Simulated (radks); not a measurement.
Spherical quantum dot in the effective-mass picture: electrons in a hard-walled sphere of radius 3.62, with a point charge +1 (a donor) at the centre, all in effective atomic units (hartree* = m*/eps^2 hartree, bohr* = eps/m* bohr), one dielectric constant everywhere. Method: non-relativistic Kohn-Sham, LDA (Slater exchange, Perdew-Wang correlation), spin-polarised, spherical densities; computed with a radial shooting solver with Libxc functionals. Levels are named by radial order and angular momentum (1s, 1p, 1d, 2s, ...), and open shells are averaged over m. Results are scaled to m* = 0.495 and eps = 14.9, for which hartree* = 60.67 meV and bohr* = 1.593 nm.

N = 7, configuration 1s2 1p(up 3, down 2). This is the lowest configuration that the search found. Occupied and some empty levels:

| level | occupation | eigenvalue (meV) | <r> (nm) |
|---|---|---|---|
| 1s up | 1 | 142.18 | 2.873 |
| 1s down | 1 | 143.59 | 2.857 |
| 1p up | 3 | 165.56 | 3.603 |
| 1p down | 2 | 167.18 | 3.604 |
| 1d up | 0 | 192.46 | 3.876 |
| 1d down | 0 | 194.07 | 3.878 |
| 2s up | 0 | 195.62 | 2.667 |
| 2s down | 0 | 196.60 | 2.676 |
| 1f up | 0 | 225.87 | 4.060 |
| 1f down | 0 | 227.45 | 4.062 |

Energy (meV): total 536.502, kinetic 290.23, external -235.57, Hartree 623.68, exchange-correlation -141.84.

Electron density:

| r (nm) | n(r) (e/nm^3) |
|---|---|
| 0.286 | 0.04783 |
| 0.574 | 0.03558 |
| 0.862 | 0.02812 |
| 1.15 | 0.02374 |
| 1.44 | 0.02135 |
| 1.73 | 0.02019 |
| 2.01 | 0.01975 |
| 2.30 | 0.01965 |
| 2.59 | 0.01958 |
| 2.88 | 0.01929 |
| 3.17 | 0.01855 |
| 3.45 | 0.01722 |
| 3.74 | 0.01524 |
| 4.03 | 0.01266 |
| 4.32 | 0.009696 |
| 4.61 | 0.006644 |
| 4.90 | 0.003875 |
| 5.18 | 0.001728 |
| 5.47 | 0.0004273 |
| 5.76 | 1.005e-06 |
